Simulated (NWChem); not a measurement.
Species: C2H8GaN; SMILES [CH3][Ga]([CH3])[NH2]

```xyz
12

Ga    -0.0031    -0.0002     0.0011
C     -0.8994    -1.7531    -0.0014
H     -0.1803    -2.5855    -0.0017
H     -1.5460    -1.8561    -0.8874
H     -1.5469    -1.8588     0.8838
C     -0.9064     1.7491    -0.0014
H     -1.5620     1.8448    -0.8817
H     -0.1903     2.5841    -0.0136
H     -1.5456     1.8575     0.8895
N      1.8174     0.0044    -0.0023
H      2.3872     0.8417     0.0052
H      2.3927    -0.8291     0.0032
```
Atoms are numbered in this order, from 1.

Computed with NWChem. All runs use the structure optimised with PBE0/def2-SVP. Level B3LYP/def2-SVP: energy and gradient; each run changes one setting, and changes count from the defaults (medium grid, exact Coulomb integrals, symmetry on).

Problem. Which setting moves the energy most, and by about how much (defaults; Becke weights; symmetry off; coarse grid)?

Solution. coarse grid, by about 90 μHa.
```csv
setting,size of the energy change (μHa),largest change of a gradient component (μHa/bohr)
defaults,< 10,< 30
coarse grid,90,300
symmetry off,< 10,other frame
Becke weights,10,60
```
